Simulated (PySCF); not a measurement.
revPBE on P⁻ (phosphorus, charge -1), [Ne] 3s2 3p4, high-spin 3P determinant. All numbers are calculated (PySCF 2.14, the spin-free X2C one-electron Hamiltonian (Gaussian nucleus), in aug-cc-pCVTZ-DK).

```
cycle= 1 E= -342.065126589936  delta_E= -0.0111  |g|= 0.0165  |ddm|= 0.339
cycle= 2 E= -342.065194492583  delta_E= -6.79e-05  |g|= 0.0149  |ddm|= 0.0818
cycle= 3 E= -342.065396049299  delta_E= -0.000202  |g|= 0.00854  |ddm|= 0.0576
cycle= 4 E= -342.065451069821  delta_E= -5.5e-05  |g|= 0.00139  |ddm|= 0.0173
cycle= 5 E= -342.065454454353  delta_E= -3.38e-06  |g|= 0.000272  |ddm|= 0.00831
cycle= 6 E= -342.065454563172  delta_E= -1.09e-07  |g|= 2.84e-05  |ddm|= 0.00113
cycle= 7 E= -342.065454564283  delta_E= -1.11e-09  |g|= 2.58e-06  |ddm|= 0.000138
cycle= 8 E= -342.065454564292  delta_E= -8.19e-12  |g|= 2.5e-07  |ddm|= 1.29e-05
converged SCF energy = -342.065454564292  <S^2> = 2.0093778  2S+1 = 3.0062454
```

Highest occupied orbital energy: 1.842 eV; ⟨L²⟩ = 2.04; populations by l: s 6.00, p 10.00, d 0.00, f 0.00.

(1) Can this result be used?

Results:

(1) With care. The calculation finished and met its thresholds. At revPBE the highest occupied level has a positive energy, so only the finite basis holds that electron; in a semilocal or global hybrid functional this comes from self-interaction and does not mean that the real anion is unbound.
